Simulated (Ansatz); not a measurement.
Series Al-XY, Y = hydroxy, computed as singlets and as triplets. Isolated molecules, 0 K electronic values unless said otherwise. One relaxed conformer stands for each flexible species; it need not be the lowest. Strings in code marks are SMILES.

Quantity: adiabatic spin-state energy, in eV. The DFT solution of `[OH][Al-][AlH2]` is unstable or spin-contaminated; the geometry comes from it.

A: `[OH][Al-][SH]`: multiplicity 3 minus multiplicity 1
B: `[C-]#[N+][Al-][OH]`: multiplicity 3 minus multiplicity 1
C: `C=[CH][Al-][OH]`: multiplicity 3 minus multiplicity 1
D: `[OH][Al-][AlH2]`: multiplicity 3 minus multiplicity 1
E: `O=[CH][Al-][OH]`: multiplicity 3 minus multiplicity 1
F: `[OH][Al-][OH]`: multiplicity 3 minus multiplicity 1

Problem. Order them by adiabatic spin-state energy (lowest first) at the level B3LYP/aug-cc-pVTZ // PBE0-D3(BJ)/def2-TZVPD (Ansatz, an electronic-structure program).

Solution. D (0.283 eV), E (0.68 eV), C (1.09 eV), F (1.66 eV), A (1.69 eV), B (1.74 eV)
